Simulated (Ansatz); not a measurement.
Calculated with Ansatz (gas phase, PBE0-D4/def2-TZVP geometries, no zero-point term in ΔE). CBS: MP2 limit from def2 TZ/QZ plus the TZ coupled-cluster correction, frozen cores. This one scheme is used for every species. Functionals use def2-TZVPP. Triplets are unrestricted, without spin–orbit coupling. Each species was taken in one conformer, which may not be the lowest.

Consider the formal loss of a carbene: `CBOCC` → `CBOC` + `[CH2]` (triplet).

```csv
level,ΔE (kJ/mol),difference from CCSD(T)/CBS
r2SCAN-D4,426.2,-22.6
r2SCANh-D4,424.5,-24.3
r2SCAN0-D4,422.4,-26.4
ωB97X-V,459.1,10.3
ωB97M-V,451.0,2.2
B2PLYP,438.5,-10.3
PBE-QIDH,444.9,-3.9
revPBE,421.9,-26.9
BHLYP,423.0,-25.8
MP2/def2-SVP,442.0,-6.8
MP2/def2-TZVPP,450.1,1.3
SCS-MP2/def2-TZVPP,450.4,1.6
SCS-MP2/def2-QZVPP,458.2,9.4
HF/CBS(def2),302.3,-146.5
MP2/CBS(def2),461.3,12.5
CCSD/CBS(def2),437.8,-11.0
CCSD(T)/CBS,448.8,0
```

Largest T1 diagnostic among the species: 0.012.

In def2-TZVPP, CCSD(T) changes the Hartree–Fock value by +135.4 kJ/mol (the triples alone add +11.0 kJ/mol) and MP2 by +147.9 kJ/mol. From BLYP to BHLYP (50 % exact exchange), in def2-TZVPP and without D4, ΔE moves by −3.8 kJ/mol. Leaving LDA and LC-ωPBE aside and taking each functional with its dispersion term where it has one, the values spread over 36.7 kJ/mol, from r2SCAN0-D4 to ωB97X-V. LDA lies +74.7 kJ/mol from PBE without D4.
